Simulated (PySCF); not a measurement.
Isomers of C2H10OSSi2, mass 137.999 u with the commonest isotopes. Method used: PBE0/def2-SVPD in PySCF (dipole) on a GFN2-xTB geometry, gas phase. One conformer each, none proved a minimum here; rigid rotors.

**Question.** Order these by rotational constant C, smallest first.
A. `[CH3:1][O:2][SiH2:3][S:4][CH2:5][SiH3:6]` with C1–O2–Si3–S4 -56°, O2–Si3–S4–C5 -48°, Si3–S4–C5–Si6 -93°
B. `[SiH3:1][O:2][CH2:3][CH2:4][SiH2:5][SH:6]` with Si1–O2–C3–C4 -168°, O2–C3–C4–Si5 -42°, C3–C4–Si5–S6 -55°, C4–Si5–S6–H -169°
C. `[SiH3:1][CH2:2][S:3][CH2:4][O:5][SiH3:6]` with Si1–C2–S3–C4 -50°, C2–S3–C4–O5 74°, S3–C4–O5–Si6 77°

**Answer.** B (855.7 MHz), A (899.7 MHz), C (956.6 MHz).

**Question.** Order these by rotational constant A, largest first.
A. `[SiH3:1][O:2][CH2:3][CH2:4][SiH2:5][SH:6]` with Si1–O2–C3–C4 -168°, O2–C3–C4–Si5 -42°, C3–C4–Si5–S6 -55°, C4–Si5–S6–H -169°
B. `[SiH3:1][CH2:2][S:3][CH2:4][O:5][SiH3:6]` with Si1–C2–S3–C4 -50°, C2–S3–C4–O5 74°, S3–C4–O5–Si6 77°
C. `[CH3:1][O:2][SiH2:3][S:4][CH2:5][SiH3:6]` with C1–O2–Si3–S4 -56°, O2–Si3–S4–C5 -48°, Si3–S4–C5–Si6 -93°

**Answer.** C (2958 MHz), A (2774 MHz), B (2383 MHz).

**Question.** Order these by rotational constant B, largest first.
A. `[CH3:1][O:2][SiH2:3][S:4][CH2:5][SiH3:6]` with C1–O2–Si3–S4 -56°, O2–Si3–S4–C5 -48°, Si3–S4–C5–Si6 -93°
B. `[SiH3:1][O:2][CH2:3][CH2:4][SiH2:5][SH:6]` with Si1–O2–C3–C4 -168°, O2–C3–C4–Si5 -42°, C3–C4–Si5–S6 -55°, C4–Si5–S6–H -169°
C. `[SiH3:1][CH2:2][S:3][CH2:4][O:5][SiH3:6]` with Si1–C2–S3–C4 -50°, C2–S3–C4–O5 74°, S3–C4–O5–Si6 77°

**Answer.** C (1289 MHz), B (996.8 MHz), A (954.7 MHz).

| SMILES | point group | Ia (u·Å²) | Ib (u·Å²) | Ic (u·Å²) | κ | μa (D) | μb (D) | μc (D) |
| --- | --- | --- | --- | --- | --- | --- | --- | --- |
| [SiH3]CSCO[SiH3] | C1 | 212.07 | 392.11 | 528.33 | -0.53 | 0.17 | 0.03 | 0.60 |
| [SiH3]OCC[SiH2]S | C1 | 182.19 | 506.98 | 590.61 | -0.85 | 0.77 | 1.25 | 0.11 |
| CO[SiH2]SC[SiH3] | C1 | 170.85 | 529.38 | 561.71 | -0.95 | 0.73 | 1.16 | 0.66 |
